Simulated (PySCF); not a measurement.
Al(OH)2 (AlH₂O₂), SMILES [OH][Al+][OH], charge +1.

Coordinates come from a B3LYP-D3(BJ)/def2-TZVP optimisation. The multiplicity is an assumed one; other spin states were not compared. The isomer is the one that the SMILES or the coordinates give; other isomers of the formula were not compared. One conformer was computed; it need not be the lowest.

All values below come from PySCF with r2SCAN/def2-TZVPD.

Problem. Estimate the frontier levels, gap, dipole moment and polarisability. (An estimate is asked for; the answer gives what the named calculation found.)

Solution. 
| Quantity | Value |
|---|---|
| highest occupied level | -14.60 eV |
| lowest empty level | -8.72 eV |
| orbital gap | 5.88 eV |
| dipole moment about the centre of nuclear charge | 0.00 D |
| mean static polarisability | 24.1 bohr³ (3.57 Å³) |
| polarisability, principal values | 20.7, 20.9, 30.5 bohr³ |
